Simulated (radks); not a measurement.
Values are calculated unless marked as measured or tabulated.
Task: As13+, 20 electrons, occupied as [Ne] 3s2 3p5 3d3 (not the ground configuration). Level of theory: non-relativistic Kohn-Sham, PBE, spin-polarised, spherical densities, point nucleus; open shells are filled with parallel spins first (a radial shooting solver on a logarithmic mesh with Libxc functionals). Some entries of the table are withheld. Estimate them.

orbital  occ.  eigenvalue (eV)  <r^2> (bohr^2)
1s up       1        -11948.97        0.002882
1s down     1        -11948.06        0.002882
2s up       1        -1856.981         0.04994
2s down     1        -1851.619         0.04974
2p up       3              (1)         0.03879
2p down     3              (2)         0.03861
3s up       1        -537.1958          0.3475
3s down     1        -527.6587          0.3515
3p up       3        -485.2804          0.3435
3p down     2        -475.5975          0.3483
3d up       3        -398.0547             (3)
3d down     0        -387.8505             (4)

Result: 
(1) 2p up eigenvalue (eV): -1704.912
(2) 2p down eigenvalue (eV): -1700.481
(3) 3d up <r^2> (bohr^2): 0.3053
(4) 3d down <r^2> (bohr^2): 0.3113
